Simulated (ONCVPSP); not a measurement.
**Be (Z = 4): variants of one ONCV potential**

Base potential:

Be, optimised norm-conserving Vanderbilt (ONCV), made with ONCVPSP 4.0.1 (LDA (Perdew-Zunger), scalar-relativistic). Core [He], reference 2s2. Waves: 2s: rc 1.70 bohr, ncon 3, nbas 7, qcut 4.8 1/bohr, 1 projector; p scattering state at 0.31 Ha: rc 1.65 bohr, ncon 3, nbas 6, qcut 4.3 1/bohr, 2 projectors, debl 0.6 Ha; d scattering state at 0.07 Ha: rc 1.70 bohr, ncon 4, nbas 7, qcut 5.5 1/bohr, 2 projectors, debl 2 Ha. Local part: polynomial inside 1.45 bohr (lpopt 5, dvloc0 2 Ha). Core correction: Teter function, fcfact 3.5, rcfact 1.3.

In the p channel the program set the typed energies aside and used 0.050, 0.650 Ha.

All-electron outer shells of the reference configuration (LDA (Perdew-Zunger), scalar-relativistic, ld1.x):

```
shell  level (eV)  outermost node (bohr)  outermost maximum (bohr)
   1s     -104.93                      –                      0.27
   2s       -5.61                   0.60                      2.04
```

Cutoffs, loose and tight: the cutoffs (Ha) at which the residual kinetic energy of the hardest occupied pseudo-wave falls to 1 and 0.1 mHa per electron. They do not see the model core or the augmentation charge, which bear on the density cutoff. Test errors are all-electron minus pseudo excitation energies from the reference, over the configurations 2s1; 2s1.5; 2s1 2p1; 2s0 2p1. A dash means not determined; rows that change the core or the reference have their own tests.

| change | outcome | cutoff, loose | cutoff, tight | bound ghosts | GHOST(+) flags above zero | largest test error (meV) |
| --- | --- | --- | --- | --- | --- | --- |
| base | generated, projector energies reset by the program | 6.5 Ha | 8.9 Ha | none | none | +15 |
| all radii but the core radius scaled by about 0.79 (s 1.34, p 1.30, d 1.34 bohr); local potential polynomial inside 1.14 bohr (lpopt 5, dvloc0 2 Ha) | generated | 6.6 Ha | 11 Ha | none | p | +18 |
| all radii but the core radius scaled by about 0.84 (s 1.42, p 1.38, d 1.42 bohr); local potential polynomial inside 1.20 bohr (lpopt 5, dvloc0 2 Ha) | generated | 6.5 Ha | 8.9 Ha | none | none | +19 |
| all radii but the core radius scaled by about 0.90 (s 1.54, p 1.48, d 1.54 bohr); local potential polynomial inside 1.30 bohr (lpopt 5, dvloc0 2 Ha) | generated | 6.6 Ha | 9.1 Ha | none | none | +18 |
| all radii but the core radius scaled by about 0.95 (s 1.62, p 1.58, d 1.62 bohr); local potential polynomial inside 1.38 bohr (lpopt 5, dvloc0 2 Ha) | generated, projector energies reset by the program | 6.5 Ha | 9.1 Ha | none | none | +17 |
| all radii but the core radius scaled by about 1.09 (s 1.84, p 1.80, d 1.84 bohr); local potential polynomial inside 1.58 bohr (lpopt 5, dvloc0 2 Ha) | generated, projector energies reset by the program | 6.3 Ha | 8.7 Ha | none | none | +11 |
| all radii but the core radius scaled by about 1.14 (s 1.94, p 1.90, d 1.94 bohr); local potential polynomial inside 1.66 bohr (lpopt 5, dvloc0 2 Ha) | generated, projector energies reset by the program | 6.1 Ha | 8.4 Ha | none | none | +9.8 |
| all radii but the core radius scaled by about 1.19 (s 2.02, p 1.96, d 2.02 bohr); local potential polynomial inside 1.72 bohr (lpopt 5, dvloc0 2 Ha) | generated, projector energies reset by the program | 6.0 Ha | 8.2 Ha | none | none | +12 |
| all radii but the core radius scaled by about 1.27 (s 2.16, p 2.10, d 2.16 bohr); local potential polynomial inside 1.84 bohr (lpopt 5, dvloc0 2 Ha) | generated, projector energies reset by the program | 5.7 Ha | 7.9 Ha | none | none | +10 |
| all radii but the core radius scaled by about 1.32 (s 2.24, p 2.18, d 2.24 bohr); local potential polynomial inside 1.92 bohr (lpopt 5, dvloc0 2 Ha) | generated, projector energies reset by the program | 5.5 Ha | 7.7 Ha | none | none | +9.7 |

Reading the sweep of the scale of all radii but the core radius (base = 1) (base included, trends over the rows without a ghost): The loose cutoff stays near 6.3 Ha. The median size of the test errors (rows with all tests solved) is not monotonic: lowest 2.2 meV at 1.19, highest 7.8 meV at 0.9.
